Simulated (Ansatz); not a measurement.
`CC(=O)[SiH2][SiH3]` + `FB(Cl)[SeH]` → `C[Se]B(F)Cl` + `O=C[SiH2][SiH3]`  (substitution at a C–C bond)

Calculated with Ansatz (gas phase, PBE0-D4/def2-TZVP geometries, no zero-point term in ΔE). CCSD(T)/CBS adds triple-zeta CCSD(T) − MP2 to the extrapolated MP2 energy (def2 sets, frozen cores). DFT in def2-TZVPP. HSE06 is defined as in plane-wave codes. For Se outer-core shells are correlated without core-valence functions, which leaves a few kJ/mol of doubt a bond. Scalar relativity is left out up to krypton. Each species was taken in one conformer, which may not be the lowest.

Is it downhill or uphill in electronic energy at CCSD(T)/CBS, and by how much? (An estimate is asked.)

Ansatz gave: Uphill: ΔE = +7.9 kcal/mol.

What do these levels give: ωB97M-V, r2SCANh, HSE06, CCSD/def2-TZVPP, CCSD(T)/def2-TZVPP, CCSD/CBS(def2)? (Estimate.)

Computed: ωB97M-V 8.6, r2SCANh 9.2, HSE06 8.8, CCSD/def2-TZVPP 7.9, CCSD(T)/def2-TZVPP 7.7, CCSD/CBS(def2) 8.1 kcal/mol.

Largest T1 diagnostic among the species: 0.016.

In def2-TZVPP, CCSD(T) changes the Hartree–Fock value by −0.9 kcal/mol (the triples alone add −0.1 kcal/mol) and MP2 by −1.3 kcal/mol. At CCSD(T), def2-SVP lies +3.1 kcal/mol from the extrapolated value and def2-TZVPP −0.2 kcal/mol. Leaving LDA and LC-ωPBE aside and taking each functional with its dispersion term where it has one, the values, not all of them listed here, spread over 1.6 kcal/mol, from BLYP-D4 to B97M-V. LDA lies +2.7 kcal/mol from PBE without D4.
